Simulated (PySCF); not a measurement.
A calculated (r2SCANh, PySCF 2.14, def2-QZVPPD, no relativity, point nucleus) atom or ion has these occupied shells.

| shell | electrons | orbital energy (eV) | rms radius, mean of both spins (bohr) |
| --- | --- | --- | --- |
| 1s | 2 | -2754.7 | 0.106 |
| 2s | 2 | -249.35 | 0.484 |
| 2p | 6 | -187.11 | 0.454 |
| 3s | 2 | -12.790 | 1.72 |
| 3p | 6 | -0.466 | 2.29 |

**Question.** Name the element and its charge.

**Answer.** Cl⁻ (chlorine, charge -1), in [Ar], closed-shell 1S.
